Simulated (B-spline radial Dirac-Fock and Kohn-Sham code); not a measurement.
Atomic SCF run for Hf²⁺

ΔSCF core binding energies without Breit or QED terms, calculated with a radial finite-basis atomic code. Keys: rel is the Hamiltonian (dirac, or spin-free x2c and nr, where L3 and M5 stand for the whole 2p and 3d shells), method is hf or an exchange,correlation pair (spin-unpolarised, also for the hole states), nuc the nuclear model, radius_factor scales its radius, rmax is the box in bohr, h the logarithmic mesh step, order the B-spline order, points the quadrature points per cell, c_factor scales the speed of light, and damp, ndamp, maxit and tol steer the iteration. The run stops when the commutator error falls below 10·tol·max(1, Z/10), or the numerical noise floor, and the energy has settled to about 1e-8 Ha; the virial ratio is −V/T.

Input (task.json):

```json
{"items": [{"Z": 72, "q": 2, "cfg": [[1, 0, 2], [2, 0, 2], [2, 1, 6], [3, 0, 2], [3, 1, 6], [3, 2, 10], [4, 0, 2], [4, 1, 6], [4, 2, 10], [4, 3, 14], [5, 0, 2], [5, 1, 6], [5, 2, 2]], "A": 180, "rrms": 5.347, "do": "settings", "holes": ["K", "L3", "M5"],
  "settings": [{"rel": "dirac", "method": "hf", "nuc": "fermi", "radius_factor": 1.0, "rmax": 45.0, "h": 0.3, "order": 8, "points": 10, "c_factor": 1.0, "maxit": 56, "damp": 0.5, "ndamp": 3, "tol": 1e-14}]}]}
```

Command: `python xray2_run.py task.json out`

Ground-state iterations:

```
iter   energy (Ha)        error
   1   -15087.21428926  2.17e+00
   2   -15087.75978455  1.49e-01
   3   -15088.02262179  3.32e-02
   4   -15088.03460166  9.21e-03
   5   -15088.03464482  7.20e-03
   6   -15088.03523789  1.57e-03
   7   -15088.03527259  1.26e-04
   8   -15088.03527275  5.89e-05
   9   -15088.03527279  2.47e-06
  10   -15088.03527279  1.14e-06
  11   -15088.03527279  6.74e-08
```

The ground state converged in 11 iterations, with total energy -15088.03527 Ha, virial ratio 1.89452 and highest orbital energy -20.99 eV. ΔSCF binding energies: K (1s) 65681.9 eV, L3 (2p3/2) 9608.2 eV, M5 (3d5/2) 1686.6 eV.

One setting is outside the advised range (tolerance below the noise), but here it does no visible harm: the result matches the run with default settings.
